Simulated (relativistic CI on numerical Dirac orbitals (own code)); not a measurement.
d1 to d9 in one octahedral field

Computed with a parametric ligand-field model without spin-orbit coupling, by exact diagonalisation: B = 700, C = 2860, 10Dq = 24900 cm⁻¹ (Oh; |10Dq|/B = 35.6) for every shell. Energies in cm⁻¹; the field energy is (0.6 n_e − 0.4 n_t2) × 10Dq of the ground term; g labels are left out.

```csv
Shell,Ground term,Electrons in e,Field energy,First spin-allowed bands,Lowest term of other spin
d1,2T2,0.000,-9960,2E 24900,
d2,3T1,0.017,-19492,"3T2 23355, 3T1 32311",1T2 10235
d3,4A2,0.000,-29880,"4T2 24900, 4T1 32396",2E 13921
d4,?,?,?,?,?
d5,2T2,0.047,-48630,"2A2 21400, 2T1 21649",4T1 11383
d6,1A1,0.035,-58897,"1T1 22985, 1T2 32385",3T1 16845
d7,2E,1.025,-44201,"2T1 22816, 2T2 23462",4T1 10970
d8,3A2,2.000,-29880,"3T2 24900, 3T1 32396",1E 11204
d9,2E,3.000,-14940,2T2 24900,
```

(1) Fill in the row of d4.

Answers

(1) Ground term: 3T1; Electrons in e: 0.026; Field energy: -39196; First spin-allowed bands: 3E 22301, 3T1 23017; Lowest term of other spin: 5E 7306. Low spin: d4, d5, d6, d7; the other shells keep the spin of the free ion. Only d4 to d7 can choose; the field needed to pair spins is smallest for d6 and largest for d5, which loses most exchange energy. In the strong-field picture 10Dq must exceed about 6B + 5C = 18500 (d4), 7.5B + 5C = 19550 (d5), 2.5B + 4C = 13190 (d6) and 4B + 4C = 14240 (d7); mixing of terms shifts these bounds somewhat.
